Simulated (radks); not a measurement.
Isoelectronic series with 15 electrons, each ion in its NIST ground configuration. All-electron calculation, scalar-relativistic Kohn-Sham, SCAN, spin-polarised, spherical densities, finite nucleus; open shells are filled with parallel spins first (spin-orbit coupling, left out, can overturn this in heavy ions); meta-GGA in the generalised Kohn-Sham scheme; Fermi nuclear charge, rms radius of each element as measured or else 0.836 A^(1/3) + 0.57 fm. Program: a radial shooting solver on a logarithmic mesh with Libxc functionals. Total energies (hartree) and mean radii <r> (bohr):

ion,configuration,E (hartree),3p up,3s down
P,[Ne] 3s2 3p3,-342.16102,2.307,1.919
Ar3+,[Ne] 3s2 3p3,-526.39408,1.385,1.304
Sc6+,[Ne] 3s2 3p3,-752.58382,1.017,0.9951
Cr9+,[Ne] 3s2 3p3,-1020.92447,0.8088,0.8071
Zn15+,[Ne] 3s2 3p3,-1685.43579,0.5765,0.5869
Kr21+,[Ne] 3s2 3p3,-2523.44145,0.4483,0.4607
Mo27+,[Ne] 3s2 3p3,-3539.59880,0.3665,0.3783
Cd33+,[Ne] 3s2 3p3,-4739.77515,0.3096,0.3200
Sb36+,[Ne] 3s2 3p3,-5411.07552,0.2871,0.2967
Xe39+,[Ne] 3s2 3p3,-6131.21333,0.2675,0.2764
La42+,[Ne] 3s2 3p3,-6901.3498,0.2504,0.2584
Nd45+,[Ne] 3s2 3p3,-7722.7642,0.2352,0.2424
Eu48+,[Ne] 3s2 3p3,-8596.8320,0.2216,0.2281
Dy51+,[Ne] 3s2 3p3,-9525.1524,0.2095,0.2151
